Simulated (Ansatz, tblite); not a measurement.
Isomers of Nb₂O₄⁻ (doublet), found by a short tight-binding search and relaxed with PBE0-D4/def2-SVPD in Ansatz.

In the def2 sets Nb takes a core potential; there is no spin–orbit coupling. The xTB rows come from tblite. Correlated methods freeze 4 core orbitals; core or outer-core shells of Nb are correlated, in sets that lack core-valence functions.

Run but left out: HF/STO-3G, HF/def2-TZVPD, MP2/def2-TZVPD (A: ⟨S²⟩ 1.31 to 2.16, where a pure state has 0.75); r2SCAN-D4/def2-TZVPD (B: ⟨S²⟩ 1.08, where a pure state has 0.75).

A further structure is left out (at the level of its geometry, ⟨S²⟩ 1.55, where a pure state has 0.75); at PBE0-D4/def2-TZVPD its energy lies 4.99 eV above the lowest shown. A further structure is left out (at the level of its geometry, ⟨S²⟩ 2.28, where a pure state has 0.75); at PBE0-D4/def2-TZVPD its energy lies 4.87 eV above the lowest shown. A further structure is left out (at the level of its geometry, ⟨S²⟩ 1.81, where a pure state has 0.75); at PBE0-D4/def2-TZVPD its energy lies 4.90 eV above the lowest shown.

A: At PBE0-D4/def2-TZVPD the charge -1 doublet is spin-contaminated (final ⟨S²⟩ up to 0.84, 0.75 for a pure state). B: At PBE-D4/def2-TZVPD, revPBE-D4/def2-TZVPD, PBE0-D4/def2-TZVPD, RPA@PBE/def2-TZVPD the charge -1 doublet is spin-contaminated (final ⟨S²⟩ up to 0.98, 0.75 for a pure state).

Other spin states weren't relaxed.

A:

```xyz
6

Nb    0.5505   -1.2571    0.5513
Nb   -0.5494    1.2546   -0.5544
O    -0.2038   -2.4500   -0.4529
O     0.2136    1.3281   -2.1077
O    -0.1936   -1.3359    2.1132
O     0.1826    2.4604    0.4505
```

B:

```xyz
6

Nb    0.1506    1.0108   -0.3182
Nb   -0.7223   -1.4778    1.0421
O    -0.6426    2.5520   -0.1108
O     1.6830    1.1559   -1.1386
O     0.5272   -2.6498    1.1437
O    -0.9959   -0.5910   -0.6182
```

**Question.** Estimate which lies lowest at each level, and how far above it the others are (kcal/mol).

**Answer.** 
```json
{"level": "GFN1-xTB", "A": "0.0", "B": "19.7"}
{"level": "GFN2-xTB", "A": "0.0", "B": "14.0"}
{"level": "LDA (SPW92)/def2-TZVPD", "A": "15.1", "B": "0.0"}
{"level": "PBE-D4/def2-TZVPD", "A": "14.2", "B": "0.0"}
{"level": "revPBE-D4/def2-TZVPD", "A": "13.7", "B": "0.0"}
{"level": "BLYP-D4/def2-TZVPD", "A": "14.8", "B": "0.0"}
{"level": "PBE0-D4/def2-TZVPD", "A": "23.3", "B": "0.0"}
{"level": "RPA@PBE/def2-TZVPD", "A": "20.3", "B": "0.0"}
```
Point groups (tolerance 0.1 Å): A C2h, B not assigned. Lower isomers may exist.
